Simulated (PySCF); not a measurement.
# Correlation energy of Xe²⁺ (xenon, charge +2)

[Kr] 4d10 5s2 5p4, high-spin 3P determinant. All numbers are calculated (PySCF 2.14, the spin-free X2C one-electron Hamiltonian (Gaussian nucleus), in aug-cc-pVQZ-DK3). Frozen: [Kr] 4d10; 6 electrons correlated.

| level | correlation energy (mhartree) |
| --- | --- |
| CCSD | -118.31 |
| (T) | -3.33 |
| CCSD(T) | -121.64 |

Diagnostics: T1 = 0.0069, D1 = 0.0205, largest double amplitude 0.036.

Task: Is a single reference adequate?

Result: Yes, within this model without spin-orbit coupling: T1 lies below 0.03 and no double amplitude reaches 0.07.
